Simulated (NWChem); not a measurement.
System: HfNH2Cl3; SMILES [Cl][Hf]([Cl])([Cl])[NH2]

```xyz
7

Hf    -0.0207     0.1204     0.0000
Cl     2.2514    -0.4940     0.0000
Cl    -1.0462    -0.6019    -1.9843
Cl    -1.0462    -0.6019     1.9843
N     -0.1322     2.1117     0.0000
H     -0.1445     2.7048    -0.8285
H     -0.1445     2.7048     0.8285
```
Atoms are numbered in this order, from 1.

All runs: NWChem. Structure relaxed at the PBE0/def2-SVP level. Not confirmed as a minimum by frequencies. def2 effective core potentials on Hf; no spin-orbit coupling.

For level Hartree-Fock/def2-TZVPP:

- orbital gap (eV) = 13.56

**Question.** Estimate the same quantities for level Hartree-Fock/def2-TZVPD.

**Answer.** The orbital gap (eV) is 12.78.
